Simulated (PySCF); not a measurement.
## Exercise with solution: oscillator strength and radiative lifetime

Si(H)(F)(Cl)(Me) (CH4ClFSi), SMILES C[SiH](F)Cl.

Geometry: ωB97X-D3(BJ)/def2-SVP.

PySCF with TDA-B3LYP/def2-SVPD puts the first singlet state with f over 0.02 at 8.02 eV (vertical), with the transition dipole (0.228, 0.098, -0.237) in atomic units.

Question: Find the oscillator strength, the wavelength and the radiative lifetime that this transition would have in vacuum if emission retraced absorption.

Answer: 
|μ|² = 0.1178 au, so |μ| = 0.87 D. ΔE = 8.02/27.211 = 0.2947 hartree. f = (2/3) ΔE |μ|² = 0.023 (the program prints 0.023).
λ = 1239.84/8.02 = 155 nm; ν = 64686 cm⁻¹.
Einstein's coefficient A = 0.6670 ν² f s⁻¹ (ν in cm⁻¹) = 6.5e7 s⁻¹, so τ = 1/A = 15 ns. This state is S2; the lower singlet has f = 0.008. The figure is the radiative limit of this one transition; relaxation, internal conversion, crossing to triplets and a medium change what is measured.
